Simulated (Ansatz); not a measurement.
Question: Name a neutral molecule of Al, C, F, Ge, O and H with size of the dipole moment (B3LYP/def2-TZVPP) between 1.65 and 1.95 D and HOMO energy (PBE0/def2-TZVPP) between -7.95 and -7.65 eV (Ansatz, PBE0-D4/def2-TZVP geometry).

Answer: `C[O][GeH]([F])[AlH2]` (1.92 D, -7.90 eV). Other molecules can fit too; these were computed, each in one conformer that needn't be the lowest.

B3LYP here is the variant with VWN-RPA as its local correlation; programs differ in this.
